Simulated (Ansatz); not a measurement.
Species: GaI2, net charge 1, singlet state. 
Geometry from a B3LYP-D3(BJ)/def2-TZVP (Ansatz, a quantum-chemistry and plane-wave program) optimisation:
```
Ga
I 1 2.3869
I 1 2.3869 2 180.00
```
Charge +1, spin multiplicity 1.

Basis-set convergence of Hartree-Fock and CCSD(T) correlation energies (hartree) with Ansatz. Correlated levels leave the core frozen unless marked. No spin-orbit coupling. Frozen are the shells of the preceding noble gas and the d and f shells that filled before the atom's block. Past Kr the def2 sets carry scalar-relativistic core potentials.

```json
[
 {"basis": "def2-SVPD", "functions": "108", "E(HF)": "-2516.14798", "E(corr, CCSD(T))": "-0.27450"},
 {"basis": "def2-TZVPPD", "functions": "172", "E(HF)": "…", "E(corr, CCSD(T))": "…"}
]
```

Problem. Some entries are withheld; supply them.

Solution. 
- def2-TZVPPD, E(HF): -2516.41682
- def2-TZVPPD, E(corr, CCSD(T)): -0.36319
